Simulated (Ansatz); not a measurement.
Two shapes of triplet CuNbO.

Shape 1:

```xyz
3

Nb    0.0000    0.0000    2.1160
O     0.0000    0.0000    0.0000
Cu    0.0000    1.7117   -0.6230
```

Shape 2:

```xyz
3

Nb    0.0000    0.0000    4.6552
O     0.0000    0.0000    0.0000
Cu    0.0000    3.7658   -1.3707
```

Basis set: pcseg-2 on O, Cu; def2-TZVPP on Nb (spherical functions, with the set's core potentials past Kr). Some runs use density fitting. Charge 0, multiplicity 3.

Computed with Ansatz (development build ahead of 0.2.0); each method stands on the lowest determinant of its kind that the runs found.

(1) Which shape is lower in energy, and by how much in each method?

Answers

(1)

```json
{"method": "PBE (unrestricted)", "E(2) − E(1) (eV)": "7.003"}
{"method": "PBE0 (unrestricted)", "E(2) − E(1) (eV)": "6.164"}
```

Shape 1 is lower. Caution: other spin multiplicities were not run; charge can spread falsely over distant fragments; the unrestricted determinant is a mixture of spin states.
